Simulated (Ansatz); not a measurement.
Geometry optimisation, RKS B3LYP/def2-SVP (Ansatz 0.2.0).

input.yaml

```yaml
crystal:
  periodic: [false, false, false]
  atoms:
    - { symbol: C, position_ang: [-0.7522, -0.9627, 1.246] }
    - { symbol: C, position_ang: [0.2345, -0.6316, 0.1933] }
    - { symbol: O, position_ang: [1.1347, -1.3746, -0.1041] }
    - { symbol: Si, position_ang: [0.2036, 1.0119, -0.7667] }
    - { symbol: O, position_ang: [1.3549, 1.1694, -1.8996] }
    - { symbol: H, position_ang: [-0.7728, -0.1404, 2.0168] }
    - { symbol: H, position_ang: [-1.7665, -0.9509, 0.7811] }
    - { symbol: H, position_ang: [-0.556, -1.874, 1.6829] }
    - { symbol: H, position_ang: [-1.1634, 1.115, -1.4377] }
    - { symbol: H, position_ang: [0.1903, 2.1576, 0.1917] }
    - { symbol: H, position_ang: [1.9583, 0.4233, -1.8831] }
basis:
  gaussian: { orbitals: def2-SVP }
hamiltonian:
  xc: b3lyp
relax:
  f_tol: 0.015
  max_steps: 40
```

Run as:

```bash
$ ansatz run input.yaml --threads 2 --pin off --max-ram 3072MiB --backend cpu --events-out ev --progress --plain --runs-dir out
```

Where does it end, and by what steps?

The run converged. After 6 steps the energy has fallen by 0.322 eV; H11 moved furthest, 0.33 Å.

```
step  energy less start (eV)  largest force component (eV/Å)  accepted
   0                  0.0000                           3.093       yes
   1                 -0.2754                           0.761       yes
   2                 -0.3011                           0.606       yes
   3                 -0.3198                           0.153       yes
   4                 -0.3216                           0.090       yes
   5                 -0.3222                           0.027       yes
   6                 -0.3222                           0.006       yes
```

```xyz
11
Properties=species:S:1:pos:R:3
C -0.740 -0.974 1.238
C 0.226 -0.544 0.162
O 1.167 -1.243 -0.179
Si 0.104 1.143 -0.807
O 1.406 1.039 -1.832
H -0.754 -0.227 2.051
H -1.764 -1.014 0.828
H -0.456 -1.959 1.638
H -1.193 1.236 -1.537
H 0.207 2.295 0.134
H 1.862 0.192 -1.675
```

Whether the end is a true minimum wasn't checked by a vibrational analysis.

Time of the run: 22 s on 2 threads of Arm Neoverse V1 (shared host), peak memory 0.22 GiB.
